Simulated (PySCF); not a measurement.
C₂H₁₀F₃PSi₃.
Z-matrix (Å and degrees, PBE0-D3(BJ)/def2-SVP geometry), rows numbered from 1:
```
F 
C   1  1.3363
F   2  1.3384  1  107.18
F   2  1.3400  1  107.19  3   114.79
C   2  1.5015  1  111.93  3  -122.57
Si  5  1.8976  2  115.15  1  -175.37
P   6  2.2580  5  106.19  2  -173.62
Si  7  2.2596  6   96.63  5   177.45
Si  7  2.2592  6   96.85  5    79.02
H   5  1.1007  2  108.36  1   -53.77
H   5  1.1008  2  107.81  1    61.95
H   6  1.4941  5  110.13  2   -51.14
H   6  1.4917  5  110.29  2    69.81
H   8  1.4930  7  108.14  6  -166.20
H   8  1.4962  7  112.63  6   -45.47
H   8  1.4926  7  107.99  6    75.14
H   9  1.4922  7  108.49  6   175.93
H   9  1.4946  7  107.94  6   -65.81
H   9  1.4958  7  112.92  6    54.54
```

All values: PBE0/pcSseg-1 (PySCF, non-relativistic), on one gas-phase PBE0-D3(BJ)/def2-SVP geometry that isn't relaxed in the solvent. The solvent is an IEF-PCM continuum (van der Waals radii × 1.2). Specific hydrogen bonds and non-electrostatic terms are outside this model.

```json
{"run": "gas", "E − E(gas) (kcal/mol)": "0.00", "HOMO (eV)": "-7.61", "HOMO–LUMO gap (eV)": "7.28", "dipole (D)": "1.91"}
{"run": "P", "E − E(gas) (kcal/mol)": "-3.48", "HOMO (eV)": "-7.44", "HOMO–LUMO gap (eV)": "7.40", "dipole (D)": "2.11"}
{"run": "Q", "E − E(gas) (kcal/mol)": "-1.37", "HOMO (eV)": "-7.51", "HOMO–LUMO gap (eV)": "7.33", "dipole (D)": "2.02"}
```

The runs were made in cyclohexane and water. Which run belongs to which solvent?

P = water, Q = cyclohexane. The dielectric constants are 2.017 (cyclohexane), 78.36 (water), and the energy falls further as ε rises. In this model the ground state sees the solvent through ε alone.

How constant is the ratio of the lowering to (ε − 1)/(2ε + 1)?

```csv
solvent,(ε − 1)/(2ε + 1),E − E(gas) (kcal/mol),ratio (kcal/mol),polarisation term (kcal/mol)
cyclohexane,0.202,-1.37,-6.8,-1.43
water,0.490,-3.48,-7.1,-3.91
```

The ratio changes by +4.5 % in size from cyclohexane to water. The polarisation term is half the interaction of the solute with the induced surface charges.

Time: 50 s wall; peak memory 1.4 GiB. Hardware: one thread of an Arm Neoverse V2, shared host with 32 logical CPUs at a one-minute load of 40. This is the whole shielding run at PBE0/pcSseg-1 in water, SCF included.
